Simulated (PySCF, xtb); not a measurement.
Al(H)(vinyl)(NH2) (C2H6AlN), SMILES [NH2][AlH][CH]=C. The values are those of a single conformer.

Harmonic wavenumbers (cm⁻¹) from GFN2-xTB in xtb 6.7.1 at its own minimum, in rising order: 71, 104, 108, 185, 341, 397, 444, 512, 598, 633, 825, 918, 955, 1044, 1237, 1398, 1473, 1610, 1791, 2936, 3003, 3028, 3385, 3400.

Task: What does B3LYP-D3(BJ)/def2-SVP run with PySCF give at its own minimum? (The exact figures need the calculation; the answer reports its results.)

Result: 75, 131, 272, 335, 453, 472, 535, 551, 643, 735, 834, 995, 998, 1061, 1272, 1421, 1530, 1643, 1938, 3086, 3101, 3172, 3568, 3651. Paired by order, the mean absolute difference is 87 cm⁻¹ and the zero-point energies are 43.5 and 46.4 kcal/mol.
